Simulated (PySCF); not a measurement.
C5H7F, SMILES C#CC(C)(C)F. Geometry optimised at PBE-D3(BJ)/def2-SVP.

Problem. Give the equilibrium geometry at PBE-D3(BJ)/def2-SVP (PySCF confirms it by a frequency run) as bond lengths and angles, and its point group. (Estimate from the structure and the level; the computed values follow.)

Solution. point group Cs.
Atoms: C1 C2 C3 C4 C5 F6 H7 H8 H9 H10 H11 H12 H13. Bonded distances (Å): C1–C2 1.222, C1–H7 1.081, C2–C3 1.474, C3–C4 1.531, C3–C5 1.531, C3–F6 1.413, C4–H8 1.106, C4–H9 1.107, C4–H10 1.108, C5–H11 1.108, C5–H12 1.107, C5–H13 1.106. Bond angles (°): C2–C1–H7 179.4, C1–C2–C3 178.7, C2–C3–C4 110.9, C2–C3–C5 110.9, C2–C3–F6 108.0, C4–C3–C5 112.7, C4–C3–F6 107.1, C5–C3–F6 107.1, C3–C4–H8 109.9, C3–C4–H9 110.8, C3–C4–H10 109.3, H8–C4–H9 108.7, H8–C4–H10 108.9, H9–C4–H10 109.1, C3–C5–H11 109.3, C3–C5–H12 110.8, C3–C5–H13 109.9, H11–C5–H12 109.1, H11–C5–H13 108.9, H12–C5–H13 108.7.
